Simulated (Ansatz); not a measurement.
Compare A (`O=C1CCSCC1`) with its isomer B (`O=C1CCCSC1`).

Isolated molecules relaxed with PBE0-D4/def2-TZVP in Ansatz; ΔE leaves out vibrations. CBS: MP2 limit from def2 TZ/QZ plus the TZ coupled-cluster correction, frozen cores. DFT in def2-TZVPP. B3LYP here is the variant with VWN-RPA as its local correlation; programs differ in this.

**Question.** Which isomer does CCSD(T)/CBS put lower? Give the gap. (An estimate is asked.)

**Answer.** The calculation gave: A, by 2.7 kJ/mol.

**Question.** Give E(B) − E(A) in kJ/mol with HF/def2-TZVPP, MP2/def2-TZVPP, B2PLYP, ωB97M-V, PBE0-D4, r2SCAN-D4, B3LYP-D4. (Best estimate.)

**Answer.** The calculation gave: HF/def2-TZVPP 3.6, MP2/def2-TZVPP 2.4, B2PLYP 2.5, ωB97M-V 2.9, PBE0-D4 2.6, r2SCAN-D4 2.0, B3LYP-D4 1.9. None reverses the order clearly.

Largest T1 diagnostic: 0.013.
